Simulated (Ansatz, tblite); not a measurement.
Adding an electron: Al2Cu3⁺. The state is a singlet with charge 1. Geometry: r2SCAN-D4/def2-SVP. Ansatz, gas phase; energy differences of separate SCF runs; the reduced species was run as a doublet alone.

```xyz
5

Al   -0.7262    0.9467    0.8663
Al    0.1250   -1.4292    0.3401
Cu    0.5930    0.4759   -1.1898
Cu   -1.5990   -0.3617   -0.9532
Cu    1.6072    0.3683    0.9367
```

The xTB rows come from tblite. The structure comes from a short search, and lower isomers may exist.

Q: Estimate orbital energies and vertical electron affinities at: GFN1-xTB; GFN2-xTB; PBE-D4/def2-TZVP; r2SCAN-D4/def2-TZVP; PBE0-D4/def2-TZVP.

A: 
| level | −HOMO (eV) | −LUMO (eV) | vertical EA (eV) | HOMO–LUMO gap (eV) |
| --- | --- | --- | --- | --- |
| GFN1-xTB | 15.45 | 13.27 | 10.80 | 2.18 |
| GFN2-xTB | 13.83 | 11.93 | 9.11 | 1.90 |
| PBE-D4/def2-TZVP | 9.76 | 7.95 | 5.75 | 1.82 |
| r2SCAN-D4/def2-TZVP | 9.80 | 7.85 | 5.80 | 1.95 |
| PBE0-D4/def2-TZVP | 10.38 | 7.25 | 5.76 | 3.14 |

  Raw xTB energy differences between charge states are shifted by several eV; the methods need an empirical correction for them.
